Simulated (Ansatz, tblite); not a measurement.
Cost and result up the ladder for In₁₀P₁₀ (20 atoms). Charge 0, multiplicity 1. Geometry: PBE-D4/def2-SVP.

```xyz
20

P    -0.760    3.887   -0.371
P    -4.304    1.272    1.592
P    -2.292   -0.124   -2.453
P    -2.934   -2.368    1.463
P     3.519    2.612    1.495
P     1.596    0.745   -2.266
P     4.354   -1.284    0.641
P     0.108    0.238    1.313
P    -0.910   -1.885   -2.547
P     1.225   -1.328   -2.816
In   -2.674    2.895    0.806
In    1.120    2.825    1.066
In   -0.616    1.293   -1.118
In   -2.169   -0.097    2.498
In   -3.579   -0.553   -0.236
In   -0.599   -2.190    0.327
In    2.882   -0.021    2.979
In    3.394    0.810   -0.315
In    2.374   -2.358   -0.403
In    0.268   -4.370   -1.657
```

Ansatz on 2 threads of AMD EPYC 7R13 on a shared host and a share (18 GiB) of an NVIDIA H100 80GB HBM3; xTB runs through tblite on one thread. Times are rough, summed over both states, and most runs start from the orbitals of an earlier one. No level here is sound enough to serve as a yardstick. The other state is a doublet.

In the def2 sets In takes a core potential; there is no spin–orbit coupling. The xTB rows come from tblite. HSE06 is defined as in plane-wave codes, on full-range PBE exchange. Single mean-field runs in def2-SVP are fitted with def2-universal-jkfit. HOMO above LUMO, or a gap near zero within one spin, warns that the state may not be the lowest or that an electron is smeared out.

Raw xTB energies of ions are shifted by several eV.

```tsv
level	functions	wall time
GFN1-xTB	180	0.54 s
GFN2-xTB	180	0.92 s
PBE-D4/def2-SVP (with forces)	440	18 s
HSE06-D4/def2-SVP	440	23 s
PBE0-D4/def2-SVP (with forces)	440	26 s
```

Task: Estimate what each level gives for the vertical IE (eV).

Result: 
| level | vertical IE (eV) | remarks |
| --- | --- | --- |
| GFN1-xTB | 8.52 | – |
| GFN2-xTB | 10.14 | – |
| PBE-D4/def2-SVP (with forces) | 6.25 | gap within one spin near zero (+1 doublet) |
| HSE06-D4/def2-SVP | 6.34 | restricted SCF unstable in HF (singlet) |
| PBE0-D4/def2-SVP (with forces) | 6.36 | restricted SCF unstable in HF (singlet) |
